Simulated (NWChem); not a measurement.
Species: sulfur hexafluoride (SF$_{6}$); SMILES FS(F)(F)(F)(F)F

Computed with NWChem. Pople sets run with spherical d functions. Each level has its own optimisation; frequencies are unscaled.

For level Hartree-Fock/6-31G*:

* **r F–S (Å)**: 1.555
* **highest harmonic frequency (cm⁻¹)**: 1102
* **lowest (cm⁻¹)**: 367
* **zero-point energy (kcal/mol)**: 14.7

Question: How do the values read with level Hartree-Fock/STO-3G instead?

Answer: 
- r F–S (Å) = 1.652
- highest harmonic frequency (cm⁻¹) = 1159
- lowest (cm⁻¹) = 280
- zero-point energy (kcal/mol) = 13.2
